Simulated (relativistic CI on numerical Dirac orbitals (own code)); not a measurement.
# Line list: Electric-dipole lines, Sb21+

Method of calculation: Dirac-Coulomb-Breit CI, separate exchange-only KLI orbitals for each configuration, model QED (radiative potential, 1s self-energy scaled to tabulated hydrogen-like ionisation energies), unscaled Slater integrals (own radial code, finite nucleus).

CI space (outside the closed core [Ar] 3d10): 4s2, 4s 4p, 4p2, 4s 4d, 4d2, 4s 4f, 4p 4d, 4f2, 4p 4f, 4d 4f, 4s 5s, 4s 5p, 4s 5d, 4s 5f, 4s 5g, 4s 6s. Levels of other configurations are missing.

| λ vac (nm) | Lower | Upper | A (s⁻¹) | E lower (Ry) | E upper (Ry) |
| --- | --- | --- | --- | --- | --- |
| 7.1088 | 4s 4f 3F°_2 [27] | 4s 5g 3G_3 [86] | 1.16e+12 | 16.0992 | 28.9181 |
| 7.1143 | 4s 4f 3F°_3 [28] | 4s 5g 3G_4 [87] | 1.18e+12 | 16.1114 | 28.9203 |
| 7.1223 | 4s 4f 3F°_4 [29] | 4s 5g 3G_5 [88] | 1.26e+12 | 16.1286 | 28.9232 |
| 7.3900 | 4s 4f 1F°_3 [30] | 4s 5g 1G_4 [89] | 1.08e+12 | 16.6904 | 29.0215 |
| 13.547 | 4s 4p 3P°_1 [3] | 4s 4d 3D_2 [12] | 1.16e+11 | 3.1388 | 9.8655 |
| 13.603 | 4p2 3P_0 [6] | 4p 4d 3D°_1 [18] | 1.77e+11 | 6.9064 | 13.6055 |
| 13.674 | 4p2 1D_2 [8] | 4p 4d 3D°_3 [22] | 1.53e+11 | 7.6663 | 14.3306 |
| 13.714 | 4p 4d 1F°_3 [25] | 4p 4f 1G_4 [53] | 2.02e+11 | 14.7443 | 21.3889 |
| 14.048 | 4p 4d 3D°_1 [18] | 4d2 1D_2 [39] | 1.89e+11 | 13.6055 | 20.0923 |
| 14.135 | 4p 4d 3F°_2 [15] | 4p 4f 3G_3 [32] | 1.05e+11 | 12.9282 | 19.3751 |
| 14.288 | 4p 4d 3F°_4 [19] | 4p 4f 3G_5 [44] | 1.06e+11 | 13.9969 | 20.3748 |
| 14.475 | 4s 4d 3D_1 [11] | 4s 4f 3F°_2 [27] | 1.28e+11 | 9.8037 | 16.0992 |
| 14.590 | 4s 4d 3D_2 [12] | 4s 4f 3F°_3 [28] | 1.34e+11 | 9.8655 | 16.1114 |
| 14.591 | 4p 4d 1D°_2 [20] | 4p 4f 1F_3 [43] | 1.41e+11 | 14.1242 | 20.3695 |
| 14.625 | 4p 4d 3D°_3 [22] | 4p 4f 3F_4 [45] | 2.02e+11 | 14.3306 | 20.5614 |
| 14.708 | 4p2 3P_2 [9] | 4p 4d 1F°_3 [25] | 1.35e+11 | 8.5487 | 14.7443 |
| 14.820 | 4s 4d 3D_3 [13] | 4s 4f 3F°_4 [29] | 1.49e+11 | 9.9799 | 16.1286 |
| 14.833 | 4p 4d 3P°_2 [24] | 4p 4f 3F_3 [46] | 1.36e+11 | 14.4399 | 20.5836 |
| 14.977 | 4s 4p 3P°_2 [4] | 4s 4d 3D_3 [13] | 1.18e+11 | 3.8956 | 9.9799 |
| 15.034 | 4s 4d 1D_2 [14] | 4s 4f 1F°_3 [30] | 2.13e+11 | 10.6288 | 16.6904 |
| 15.468 | 4p2 3P_2 [9] | 4p 4d 3P°_2 [24] | 9.32e+10 | 8.5487 | 14.4399 |
| 15.485 | 4s 4p 1P°_1 [5] | 4s 4d 1D_2 [14] | 1.78e+11 | 4.7442 | 10.6288 |
| 15.590 | 4p 4f 3F_4 [45] | 4d 4f 3G°_5 [74] | 2.04e+11 | 20.5614 | 26.4067 |
| 15.863 | 4d 4f 3G°_5 [74] | 4f2 3H_6 [94] | 1.67e+11 | 26.4067 | 32.1512 |
| 16.197 | 4p 4f 1G_4 [53] | 4d 4f 1H°_5 [80] | 2.58e+11 | 21.3889 | 27.0152 |
| 16.599 | 4p 4f 3G_5 [44] | 4d 4f 3H°_6 [66] | 9.19e+10 | 20.3748 | 25.8647 |
| 16.661 | 4d 4f 1H°_5 [80] | 4f2 1I_6 [100] | 1.78e+11 | 27.0152 | 32.4848 |
| 19.208 | 4s2 1S_0 [1] | 4s 4p 1P°_1 [5] | 7.64e+10 | 0.0000 | 4.7442 |
| 19.395 | 4s 4f 1F°_3 [30] | 4p 4f 1G_4 [53] | 8.40e+10 | 16.6904 | 21.3889 |
| 19.584 | 4s 4p 3P°_2 [4] | 4p2 3P_2 [9] | 4.06e+10 | 3.8956 | 8.5487 |

Terms are leading LS components. Brackets give the number of a level in order of energy, since labels repeat. The list gives strong lines, with weight on those to low levels, without lines whose two gauges differ by over a factor of 2.5. Levels whose partners in the same complex of configurations lie outside the list can be far off, and so can their lines. Rates are taken at the computed energies, electric ones in the length gauge.

At this charge energies of transitions that change n are usually good to better than 1 %, and those within a shell (Δn = 0) to a few per cent.

LS names give the leading component of a level, which can be under half, so a name can repeat, a term be missing and a line seem to break the LS rules.
